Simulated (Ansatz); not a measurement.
A nudged elastic band was laid between two geometries of FGeH3 + H3N (9 atoms, charge 0, multiplicity 1).

Computed with RHF/def2-SVP in Ansatz.

* movable images: 5
* climbing image: yes
* spring: 5.0 eV/Å²
* optimiser: quadratic models (default)
* start path: through a guess of the saddle point
* force threshold: 0.05 eV/Å
* iteration limit: 60
* end points: relaxed

First end point:

```xyz
9
Properties=species:S:1:pos:R:3
Ge 0.554 -0.051 -0.147
H 0.792 -0.277 1.343
H 1.836 0.310 -0.890
F -0.485 1.332 -0.274
H -0.189 -1.213 -0.799
N -2.969 0.089 1.414
H -3.032 -0.718 0.819
H -2.500 0.814 0.898
H -2.390 -0.153 2.200
```

Last end point:

```xyz
9
Properties=species:S:1:pos:R:3
Ge -0.385 0.228 -0.739
H -0.826 -1.242 3.821
H 0.851 1.006 -0.307
F -0.938 1.010 -2.186
H -0.143 -1.223 -1.132
N -1.642 0.312 0.551
H -2.483 -0.223 0.438
H -1.849 1.202 0.964
H -0.967 -0.937 3.153
```

(1) Which bonds break or form, and what moves?

(2) What energy profile does the band end with?

(3) What is the geometry of the highest image?

## Answers

(1) Bonds broken: Ge1–H2, N6–H9. Bonds formed: Ge1–N6, H2–H9. FGeH3 + H3N becomes FGeH4N + H2.

(2) It converged. The highest image is number 3 of 0 to 6, 2.45 eV above the first end and 2.27 eV above the last; the last end lies 0.19 eV above the first. Neighbouring images differ by up to 2.1 eV, so the band resolves the path poorly. A vibrational analysis at the climbing image gives one clearly imaginary mode, 1840i cm⁻¹: a first-order saddle point. The orbitals stay closed-shell, which can raise the energy where a bond breaks towards radicals; this wasn't checked here.

```json
{"image": "0", "path coordinate (Å)": "0.00", "energy (eV)": "0.00", "Ge1–H2 (Å)": "1.53", "N6–H9 (Å)": "1.01", "Ge1–N6 (Å)": "3.86"}
{"image": "1", "path coordinate (Å)": "1.31", "energy (eV)": "0.07", "Ge1–H2 (Å)": "1.53", "N6–H9 (Å)": "1.00", "Ge1–N6 (Å)": "3.63"}
{"image": "2", "path coordinate (Å)": "2.62", "energy (eV)": "0.74", "Ge1–H2 (Å)": "1.57", "N6–H9 (Å)": "1.00", "Ge1–N6 (Å)": "2.38"}
{"image": "3", "path coordinate (Å)": "3.92", "energy (eV)": "2.45", "Ge1–H2 (Å)": "2.11", "N6–H9 (Å)": "1.21", "Ge1–N6 (Å)": "1.94"}
{"image": "4", "path coordinate (Å)": "5.15", "energy (eV)": "0.34", "Ge1–H2 (Å)": "2.99", "N6–H9 (Å)": "2.33", "Ge1–N6 (Å)": "1.81"}
{"image": "5", "path coordinate (Å)": "6.37", "energy (eV)": "0.20", "Ge1–H2 (Å)": "4.09", "N6–H9 (Å)": "2.95", "Ge1–N6 (Å)": "1.80"}
{"image": "6", "path coordinate (Å)": "7.59", "energy (eV)": "0.19", "Ge1–H2 (Å)": "4.81", "N6–H9 (Å)": "2.96", "Ge1–N6 (Å)": "1.80"}
```

(3) 
```xyz
9
Properties=species:S:1:pos:R:3
Ge -0.317 0.035 -0.125
H -0.034 -0.971 1.704
H 0.840 0.909 0.305
F -0.997 0.986 -1.438
H -0.188 -1.322 -0.779
N -1.848 0.174 1.059
H -2.686 -0.290 0.744
H -2.080 1.101 1.378
H -1.070 -0.490 1.715
```

Time of the run: 3.2 min on 1 thread of Arm Neoverse V2, on a shared host, peak memory 0.17 GiB.
